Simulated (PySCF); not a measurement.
These 2 structures share the formula C5H13PSi2. Computed with PBE0-D3(BJ)/def2-SVP geometry optimisation, gas phase (PySCF 2.14.0). One conformer each; no zero-point energy, no entropy. No frequencies were run at this level. Point groups hold within 0.08 Å.

Question: Order them by energy at this level, lowest first, and give relative energies in kcal/mol.
A. `[PH2:1][Si@H:2]1[CH2:3][Si@H:4]([CH:5]2[CH2:6][CH2:7]2)[CH2:8]1` with H–P1–Si2–C3 82° and 176°, C3–Si4–C5–C6 93°
B. `[CH3:1][C:2]#[C:3][Si@@H:4]([PH2:5])[CH2:6][CH2:7][SiH3:8]` with C3–Si4–P5–H -63° and -157°, C3–Si4–C6–C7 -173°, Si4–C6–C7–Si8 -178°

Answer: A (0.0), B (28.9).

As drawn, the lower has a three-membered ring and a four-membered ring, which the higher lacks; the higher has a C≡C bond, which the lower lacks.

```csv
SMILES,E (Eh),E rel (kcal/mol),dipole (D),point group,"A, B, C (MHz)"
P[Si@H]1C[Si@H](C2CC2)C1,-1117.66687,0.0,1.58,Cs,"3783, 501.0, 484.9"
CC#C[Si@@H](P)CC[SiH3],-1117.62077,28.9,1.83,C1,"1520, 474.4, 382.8"
```
